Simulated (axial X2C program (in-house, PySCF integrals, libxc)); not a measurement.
## NaCa⁻: properties at the nuclei

Calculated with an axial X2C code built on PySCF integrals: two-component X2C with atomic mean-field Coulomb and Gaunt terms, Gaussian nuclei, basis Ca dyall-acv3z, Na dyall-av3z with contracted cores.

R = 3.967 Å (near the PBE0 minimum at charge -1 of the determinant lowest at the starting distance; the state shown can have its own minimum elsewhere).

Determinant lowest in the PBE0 search, Ω = 0 (closed shell), highest spinor 41% Ca p, 40% Na s, 7% Na p:

```csv
level,qzz Ca (a.u.),qzz Na (a.u.)
PBE0,-0.38,-0.02
HF,-0.34,-0.01
TPSSh,-0.40,-0.03
BHandHLYP,-0.37,-0.02
B3LYP,-0.37,-0.02
```

Determinant 0.49 eV from it at PBE0 and this distance, Ω = 2 (⟨Sz⟩ = 1.00, ⟨Lz⟩ = 1.00 at PBE0), spin on the atoms Ca 0.54, Na 0.46:

```tsv
level	Eeff magnitude (GV/cm)	Ws magnitude Ca (kHz)	A∥/gI Ca (MHz)	qzz Ca (a.u.)	A∥/gI Na (MHz)	qzz Na (a.u.)
PBE0	0.147	0.0291	51.2	0.05	89.7	-0.02
HF	0.315	0.0632	106	-0.08	58.3	-0.09
TPSSh	0.161	0.0319	84	0.05	73.1	-0.02
BHandHLYP	0.157	0.0312	58.8	0.04	114	-0.02
```

Eeff is the effective electric field on the electron electric dipole moment in this Ω state and Ws the scalar–pseudoscalar constant of the nucleus named (defined with the proton number Z and per Ω); A∥ (defined per Ω) follows by multiplying with gI = μI/(I μN); qzz is the electric field gradient, eQq0 = 234.96 MHz × Q/barn × qzz. The operators were transformed with the bare-nucleus X2C matrices; with these basis sets, hyperfine constants and field gradients can be off by tens of per cent, and where levels differ in sign neither size nor sign is settled.

Problem. With Q(43Ca) = -0.0408 barn (Q from Pyykkö, Mol. Phys. 2018), turn the PBE0 values of the first state into constants in MHz.

Solution. eQq0(43Ca) = 234.96 × (-0.0408) × (-0.38) = 3.64 MHz.

Each state is one determinant with collinear spin, which with several unpaired electrons need not be a pure state. Unrestricted Hartree–Fock can overshoot spin polarisation at the nuclei. For an anion, determinants above electron detachment, or with a positive highest level, are held by the basis set. With several open shells hyperfine constants can be off by a factor of several. Where Eeff spreads by more than a factor of two the levels disagree and none is to be relied on. Open-shell Ω = 0 determinants with evenly filled partner blocks cannot be reached by this program, so the Ω shown need not be the lowest component. Left out as unconverged or as another state under the same occupation: B3LYP in at least one table. At HF a later determinant lies lower. States lie within half an eV, so the first need not be the ground state. Further determinants of the search, some of them spin-mixed, are not shown. Where a field gradient or hyperfine factor spreads by more than a factor of two over the levels, a constant derived from it is not to be relied on. PBE0 term energies can be off by some tenths of an eV.
